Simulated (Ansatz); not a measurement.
Reaction (homolysis of the Si–Si bond): `F[SiH2][Si](Cl)(Cl)Cl` → `Cl[Si](Cl)Cl`• + `F[SiH2]`•

Program: Ansatz. Geometries: PBE0-D4/def2-TZVP. ΔE: electronic, gas phase. CBS: MP2 limit from def2 TZ/QZ plus the TZ coupled-cluster correction, frozen cores. This one scheme is used for every species. DFT in def2-TZVPP. B3LYP here is the variant with VWN-RPA as its local correlation; programs differ in this. Open shells (•) are unrestricted, without spin–orbit coupling. Each species was taken in one conformer, which may not be the lowest.

```
         level  ΔE (eV)
      B3LYP-D4     3.27
       ωB97M-V     3.49
      PBE-QIDH     3.38
 CCSD/def2-SVP     3.23
 HF/def2-TZVPP     2.51
MP2/def2-TZVPP     3.41
  HF/CBS(def2)     2.49
CCSD/CBS(def2)     3.45
```

**Question.** What does CCSD(T)/CBS give? (Best estimate.)

**Answer.** The calculation gave: +3.51 eV. The listed levels differ from it by -0.24, -0.02, -0.13, -0.28, -1.00, -0.10, -1.02, -0.06 eV.

Largest T1 diagnostic among the species: 0.014.

From BLYP to BHLYP (50 % exact exchange), in def2-TZVPP and without D4, ΔE moves by +0.26 eV. In def2-TZVPP, CCSD(T) changes the Hartree–Fock value by +0.88 eV (the triples alone add +0.06 eV) and MP2 by +0.90 eV; breaking electron pairs costs correlation energy, which Hartree–Fock lacks. At CCSD(T), def2-SVP lies −0.24 eV from the extrapolated value and def2-TZVPP −0.12 eV: correlation converges slowly with the basis, and small sets miss more of it in the bonded molecule than in its fragments.

CCSD(T)/CBS has its own doubt, a few kJ/mol and more with outer-core shells, so smaller differences from it don't rank the levels.
